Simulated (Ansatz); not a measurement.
The first iterations of a band of a periodic cell of 17 atoms, TiSi₁₆ (host Si, host structure diamond, interstitial Ti).

The calculation used DFT PBE, scalar-relativistic, plane waves, PAW in Ansatz. Settings: PAW set soft_1, cutoff 420 eV, k mesh 2x2x2, gaussian smearing 0.02 eV, no spin polarisation.

```yaml
movable_images: 3
climbing_image: yes
spring: 0.05 eV/Å²
optimiser: fire
start_path: default
force_threshold: 0.05 eV/Å
iteration_limit: 50
end_points: relaxed
```

First end point:

```xyz
17
Lattice="0.0000 5.4300 5.4300 5.4300 0.0000 5.4300 5.4300 5.4300 0.0000" Properties=species:S:1:pos:R:3
Si 0.001 0.001 -0.014
Si 1.422 1.422 1.315
Si 2.719 2.719 -0.034
Si 4.010 4.009 1.324
Si 2.757 0.021 2.717
Si 4.052 1.376 4.111
Si 5.410 2.671 2.721
Si 6.827 4.031 4.099
Si 0.021 2.756 2.716
Si 1.376 4.052 4.111
Si 2.672 5.410 2.720
Si 4.032 6.827 4.100
Si 2.714 2.714 5.460
Si 4.065 4.065 6.783
Si 5.430 5.430 5.457
Si 6.794 6.794 6.784
Ti 5.432 5.432 2.700
```

Last end point:

```xyz
17
Lattice="0.0000 5.4300 5.4300 5.4300 0.0000 5.4300 5.4300 5.4300 0.0000" Properties=species:S:1:pos:R:3
Si 0.046 0.018 0.019
Si 1.392 1.357 1.357
Si 2.711 2.708 0.001
Si 4.077 4.098 1.305
Si 2.710 0.001 2.708
Si 4.076 1.305 4.099
Si 5.446 2.672 2.672
Si 6.808 4.069 4.070
Si 0.039 2.693 2.694
Si 1.347 4.070 4.072
Si 2.678 5.491 2.641
Si 4.072 6.827 4.046
Si 2.677 2.640 5.492
Si 4.072 4.046 6.827
Si 5.449 5.467 5.467
Si 6.742 6.785 6.788
Ti 4.050 4.068 4.069
```

| iteration | highest image above the first end (eV) | largest band force component (eV/Å) |
| --- | --- | --- |
| 1 | 2.569 | 2.164 |
| 2 | 2.228 | 1.411 |
| 3 | 1.960 | 0.461 |
| 4 | 1.990 | 0.706 |
| 5 | 1.970 | 0.643 |
| 6 | 1.937 | 0.530 |
| 7 | 1.903 | 0.394 |
| 8 | 1.878 | 0.238 |
| 9 | 1.868 | 0.272 |
| 10 | 1.871 | 0.294 |
| 11 | 1.870 | 0.290 |

**Question.** Does the band converge within its limit, and where does its top end?

**Answer.** The forces met the threshold. It ended after 35 iterations with the highest image 1.730 eV above the first end. The order of the point at the top wasn't checked. Limits of this set-up: coarse k mesh, a small cell, in which the defect meets its images, a typed lattice constant that wasn't relaxed here.

The run took 8.8 min on 1 thread of Intel(R) Xeon(R) Platinum 8488C (Sapphire Rapids) (shared host), peak memory 0.84 GiB.
